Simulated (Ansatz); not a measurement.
Reaction (ligand exchange at the Si–Se bond): `C=N[SiH2][SeH]` + H₂S → `C=N[SiH2]S` + H₂Se

Program: Ansatz. Geometries: PBE0-D4/def2-TZVP. ΔE: electronic, gas phase. CCSD(T)/CBS is the MP2 limit (def2-TZVPP, def2-QZVPP) plus CCSD(T) − MP2 in def2-TZVPP, frozen cores. This one scheme is used for every species. Functionals use def2-TZVPP. B3LYP here is the variant with VWN-RPA as its local correlation; programs differ in this. For Se outer-core shells are correlated without core-valence functions, which leaves a few kJ/mol of doubt a bond. Scalar relativity is left out up to krypton. Each species was taken in one conformer, which may not be the lowest.

Task: Is it downhill or uphill in electronic energy at CCSD(T)/CBS, and by how much? (Estimate.)

Result: Ansatz gave: Uphill: ΔE = +13.1 kJ/mol.

Task: What do these levels give: PBE0-D4, B3LYP-D4, CAM-B3LYP-D4, r2SCAN, B3LYP, r2SCANh, r2SCAN0, CCSD/def2-SVP, SCS-MP2/def2-TZVPP, HF/def2-QZVPP, HF/CBS(def2), CCSD/CBS(def2)? (An estimate is asked.)

Result: The calculation gave: PBE0-D4 12.2, B3LYP-D4 11.5, CAM-B3LYP-D4 9.7, r2SCAN 10.7, B3LYP 9.2, r2SCANh 10.8, r2SCAN0 11.0, CCSD/def2-SVP 9.0, SCS-MP2/def2-TZVPP 10.8, HF/def2-QZVPP 7.2, HF/CBS(def2) 7.1, CCSD/CBS(def2) 12.6 kJ/mol.

Largest T1 diagnostic among the species: 0.013.

Leaving LDA and LC-ωPBE aside and taking each functional with its dispersion term where it has one, the values, not all of them listed here, spread over 7.3 kJ/mol, from B97M-V to PBE-D4. In def2-TZVPP, CCSD(T) changes the Hartree–Fock value by +3.7 kJ/mol (the triples alone add +0.5 kJ/mol) and MP2 by +4.8 kJ/mol.
